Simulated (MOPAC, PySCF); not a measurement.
System: CH4NO (charge +1, singlet). SMILES: NC=[OH+]
Structure (B3LYP-D3(BJ)/def2-TZVP (Ansatz) minimum search):
```
C
O 1 1.2832
H 2 0.9748 1 116.72
N 1 1.2951 2 126.53 3 0.00
H 4 1.0136 1 119.67 2 180.00
H 4 1.0146 5 116.81 1 180.00
H 1 1.0857 2 114.29 3 -180.00
```
Charge +1, spin multiplicity 1.

Unscaled harmonic wavenumbers (cm⁻¹) in rising order, each level at the stationary point that it reaches from this structure (no distance between atoms moves by over 0.3 Å); the order of modes can differ between levels, and a negative number is imaginary. B3LYP-D3(BJ)/def2-TZVP (PySCF, at the structure above): 564, 595, 702, 739, 1068, 1091, 1171, 1398, 1438, 1627, 1743, 3199, 3502, 3605, 3673.

AM1 (MOPAC): 542, 559, 613, 838, 1004, 1113, 1247, 1377, 1543, 1672, 1851, 2998, 3292, 3350, 3397. Zero-point energy 36.3 against 37.3 kcal/mol; where all levels lie over 400 cm⁻¹, the wavenumbers are on average 0.988 times those of B3LYP-D3(BJ)/def2-TZVP.

PM6 (MOPAC): 492, 560, 587, 753, 973, 1052, 1081, 1255, 1415, 1554, 1627, 2460, 2581, 2684, 2708. Zero-point energy 31.1 against 37.3 kcal/mol; where all levels lie over 400 cm⁻¹, the wavenumbers are on average 0.882 times those of B3LYP-D3(BJ)/def2-TZVP.
